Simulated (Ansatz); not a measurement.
Reaction (formal loss of a carbene): `C[SiH2][SiH](C)Cl` → `C[SiH2][SiH2]Cl` + `[CH2]` (triplet)

Computed with Ansatz on PBE0-D4/def2-TZVP structures; ΔE is electronic, products minus reactants. CCSD(T)/CBS adds triple-zeta CCSD(T) − MP2 to the extrapolated MP2 energy (def2 sets, frozen cores). This one scheme is used for every species. DFT in def2-TZVPP. Triplets are unrestricted, without spin–orbit coupling. One conformer a species, not always the lowest.

CCSD(T)/CBS gives +5.02 eV.

(1) Another level gave +4.90 eV. Which?
A. B2PLYP/def2-TZVPP
B. r2SCAN-D4/def2-TZVPP
C. PBE-D4/def2-TZVPP
D. PBE0-D4/def2-TZVPP

Largest T1 diagnostic among the species: 0.011.

Results:

(1) A. B2PLYP 4.90, r2SCAN-D4 4.81, PBE0-D4 5.00, PBE-D4 5.09 eV.

The D4 term adds +0.13 eV with B3LYP and +0.07 eV with PBE0; it sums over pairs of atoms, weighted by their polarisabilities, and B3LYP, whose exchange is more repulsive, gets the larger term. From PBE to PBE0 (25 % exact exchange), in def2-TZVPP and without D4, ΔE moves by −0.08 eV. In def2-TZVPP, CCSD(T) changes the Hartree–Fock value by +1.46 eV (the triples alone add +0.12 eV) and MP2 by +1.63 eV.

B3LYP here is the variant with VWN-RPA as its local correlation; programs differ in this.
